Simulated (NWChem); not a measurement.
System: CH3BaFO; SMILES C[O][Ba][F]

```xyz
7

Ba     0.3466     0.4838     0.0000
F     -1.5182     1.7384     0.0000
O      0.0005    -1.7857     0.0000
C     -0.5787    -3.0298     0.0000
H     -0.2926    -3.6395    -0.8864
H     -0.2926    -3.6395     0.8864
H     -1.6916    -2.9970     0.0000
```
Atoms are numbered in this order, from 1.

Program: NWChem. Coordinates come from a PBE0/def2-SVP optimisation. def2 effective core potentials on Ba; no spin-orbit coupling. Hybrids' shares of exact exchange are those that their runs print; pure functionals count as 0. The functionals differ in more than this share.

```
row                    share of exact exchange  orbital gap (eV)
---------------------  -----------------------  ----------------
PBE/def2-SVP                              0.00              2.64
N12/def2-SVP                              0.00              2.45
B3LYP/def2-SVP                            0.20              4.05
BHandHLYP/def2-SVP                        0.50              6.21
Hartree-Fock/def2-SVP                     1.00          withheld
```

Fit a straight line of the last column on the one before it, predict the withheld value, and compare with the run.


1. Means of the 4 shown rows: x = 0.175, y = 3.838. Slope Σ(x − x̄)(y − ȳ)/Σ(x − x̄)² = 1.229/0.1675 = 7.336; intercept 2.554.
2. The shown rows scatter about the line by 0.069 (root mean square); the largest residual is -0.10, at N12/def2-SVP.
3. At x = 1.00 (Hartree-Fock/def2-SVP; beyond the shown range) the line gives 9.89.
4. The run gives 9.46, -0.43 from the line, 6.2 times the scatter.
